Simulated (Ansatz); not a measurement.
C2H8GeO can be A, `OC[CH2][GeH3]`, or B, `C[O][GeH2][CH3]`.

Gas-phase electronic energies from Ansatz, PBE0-D4/def2-TZVP geometries. CCSD(T)/CBS is the MP2 limit (def2-TZVPP, def2-QZVPP) plus CCSD(T) − MP2 in def2-TZVPP, frozen cores. Functionals use def2-TZVPP. B3LYP here is the variant with VWN-RPA as its local correlation; programs differ in this. For Ge outer-core shells are correlated without core-valence functions, which leaves a few kJ/mol of doubt a bond. Scalar relativity is left out up to krypton. One conformer a species, not always the lowest.

A:

Z-matrix (Å, degrees):
```
C
C 1 1.508
O 1 1.416 2 108.3
H 1 1.100 2 110.0 3 -120.9
H 1 1.100 2 110.0 3 120.9
Ge 2 1.959 1 113.1 3 -180.0
H 2 1.093 1 109.8 3 58.9
H 2 1.093 1 109.8 3 -58.8
H 3 0.960 1 108.6 2 -180.0
H 6 1.540 2 110.4 1 60.1
H 6 1.540 2 110.4 1 -59.8
H 6 1.537 2 110.0 1 -179.8
```

B:

```xyz
12

C    -1.533    1.490    0.316
O    -0.957    0.337   -0.241
Ge    0.694   -0.113    0.263
C     1.091   -1.736   -0.715
H    -2.535    1.609   -0.102
H    -0.958    2.397    0.082
H    -1.627    1.420    1.409
H     1.641    1.057   -0.091
H     0.690   -0.314    1.796
H     1.037   -1.543   -1.787
H     2.092   -2.096   -0.471
H     0.366   -2.508   -0.458
```

Problem. Which is lower in electronic energy at CCSD(T)/CBS, and by how much? (Best estimate.)

Solution. Computed: B, by 65.1 kJ/mol.

Problem. Give E(B) − E(A) in kJ/mol with B2PLYP, PBE-D4, B3LYP-D4, PBE0-D4, HF/def2-TZVPP, MP2/def2-TZVPP, B3LYP. (Estimate.)

Solution. Computed: B2PLYP -72.4, PBE-D4 -61.6, B3LYP-D4 -70.6, PBE0-D4 -61.2, HF/def2-TZVPP -77.8, MP2/def2-TZVPP -70.5, B3LYP -71.1. None reverses the order clearly.

Largest T1 diagnostic: 0.011.

In def2-TZVPP, CCSD(T) changes the Hartree–Fock value by +10.1 kJ/mol (the triples alone add +0.4 kJ/mol) and MP2 by +7.4 kJ/mol.
